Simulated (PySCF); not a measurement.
The isolated species `C1CS[SiH2]S1` is ionised with Mg Kα (hν = 1253.6 eV). Calculated photoelectron kinetic energies of its computed core levels, recoil neglected:

| line | kinetic energy (eV) |
| --- | --- |
| 1 | 1146.24 |
| 2 | 1145.61 |
| 3 | 961.88 |

Theory: PySCF 2.14.0, delta-SCF UKS SCAN, pcX-2 on the ionised atom, pcseg-1 elsewhere, spin-free X2C.

Which element, shell and site does each line come from? Numbering: `[CH2:1]1[CH2:2][S:3][SiH2:4][S:5]1`.

Against the vacuum level, binding energy = hν − kinetic energy.

```tsv
line	binding energy (eV)	level	atoms	environment
1	107.36	Si 2p3/2	Si4	SiH2 silicon
2	107.99	Si 2p1/2	Si4	SiH2 silicon
3	291.72	C 1s	C1/C2	sp3 carbon bound to sulfur
```

Out of reach at this photon energy: Si 1s (1847.2 eV), S 1s (2476.8 eV).

Where does line 1 move with hν = 800.0 eV?

To 800.0 − 107.36 = 692.64 eV; every photoline shifts by the change in photon energy, -453.6 eV.

Which photon wavelength matches the C 1s of C1/C2 threshold?

λ = hc/E = 12398.42 eV Å / 291.72 eV = 42.501 Å.

Other core shells, valence and Auger electrons aren't listed. The first atom of each set that the bonding makes equivalent was ionised and stands for the set. Not every level is listed. Spin–orbit coupling isn't in the SCF: each 2p doublet comes from a relaxed spin-free hole plus a matrix of the shell (mean-field spin–orbit coupling and the ground-state 2p splitting), with 2p3/2 averaged over its two sublevels. 2p1/2 minus 2p3/2 (ligand field included): Si 0.63 eV. Isolated species at its PBE0-D3(BJ)/def2-SVP geometry (one conformer only).
